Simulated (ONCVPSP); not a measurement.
Reading a pseudo-wave (cobalt (Co))

Columns: radius, all-electron u(r) and pseudo u(r) of the 3s shell (level -116.19 eV) of cobalt in the configuration [Ne] 3s2 3p6 3d7 4s0.5; revPBE, scalar-relativistic, ONCV scheme, ONCVPSP 4.0.1.

```tsv
r (bohr)	all-electron	pseudo
0.070	0.0370	0.1494
0.140	-0.5967	0.3021
0.210	-0.6100	0.4595
0.280	-0.2288	0.6191
0.350	0.2550	0.7748
0.420	0.6811	0.9173
0.490	0.9900	1.0364
0.560	1.1768	1.1233
0.630	1.2595	1.1719
0.700	1.2641	1.1806
0.770	1.2156	1.1525
0.840	1.1340	1.0934
0.910	1.0346	1.0122
0.980	0.9282	0.9177
1.050	0.8220	0.8179
1.120	0.7205	0.7193
1.190	0.6264	0.6261
1.260	0.5409	0.5408
1.330	0.4645	0.4644
1.400	0.3971	0.3970
1.470	0.3381	0.3380
1.540	0.2869	0.2869
1.610	0.2427	0.2427
1.680	0.2049	0.2048
1.750	0.1726	0.1725
1.820	0.1451	0.1450
```

Task: How many radial nodes do the two functions have?

Result: The all-electron 3s function has n − l − 1 = 2; the pseudo-wave has 0, since the states of the same l below it are removed with the core.

Task: At about which radius was the pseudo-wave matched?

Result: 1.30 bohr. The columns agree to 0.0005 from 1.19 bohr on; several derivatives are matched, so the curves merge somewhat inside the radius.

Task: Where does each function peak?

Result: Outermost all-electron maximum near 0.70 bohr, pseudo maximum near 0.70 bohr (to the table’s step).

Task: Is the pseudo-wave norm-conserving?

Result: Yes: the ONCV scheme keeps the norm inside the radius equal to the all-electron one, which fixes the energy derivative of the logarithmic derivative at the level.
